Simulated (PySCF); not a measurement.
Predicted microwave data (PBE0/pcSseg-1 in PySCF (dipole) on a GFN2-xTB geometry, gas phase) for one isomer of C7H7NO:

```
Rotational constants : A = 3554, B = 1487, C = 1213 MHz
Dipole components    : |μa| = 2.06 D, |μb| = 2.84 D, |μc| = 0.41 D
Inertial defect      : -65.53 u·Å²
κ                    : -0.77
```

Question: Which structure is it? (One computed conformer of each.)
A. `[O:1]=[CH:2][NH:3][C@:4]12[CH:5]=[CH:6][C@H:7]1[CH:8]=[CH:9]2` with O1–C2–N3–C4 -3°, C2–N3–C4–C5 18°
B. `[O:1]=[CH:2][NH:3][C@@:4]12[CH:5]=[CH:6][C@H:7]3[C@@H:8]1[C@@H:9]23` with O1–C2–N3–C4 2°, C2–N3–C4–C5 -142°
C. `[NH2:1][C:2](=[O:3])[C:4]1=[CH:5][C@@H:6]2[C@@H:7]3[C@H:8]1[C@H:9]23` with H–N1–C2–O3 -1° and -176°, N1–C2–C4–C5 9°

Answer: A. It is O=CN[C@]12C=C[C@H]1C=C2, an asymmetric top, point group C1. The candidates at the same level (rigid rotor, commonest isotopes):

```tsv
SMILES	A (MHz)	B (MHz)	C (MHz)	μa (D)	μb (D)	μc (D)	Δ (u·Å²)	point group	rotor
NC(=O)C1=C[C@@H]2[C@@H]3[C@H]1[C@H]23	4273	1259	1044	2.06	3.30	0.41	-35.44	C1	asymmetric top
O=CN[C@]12C=C[C@H]1C=C2	3554	1487	1213	2.06	2.84	0.41	-65.53	C1	asymmetric top
O=CN[C@@]12C=C[C@H]3[C@@H]1[C@H]32	4193	1361	1164	1.19	2.07	1.78	-57.52	C1	asymmetric top
```

`NC(=O)C1=C[C@@H]2[C@@H]3[C@H]1[C@H]23` has A 20 % too high; `O=CN[C@@]12C=C[C@H]3[C@@H]1[C@H]32` has A 18 % too high. No structure here is proved a minimum.
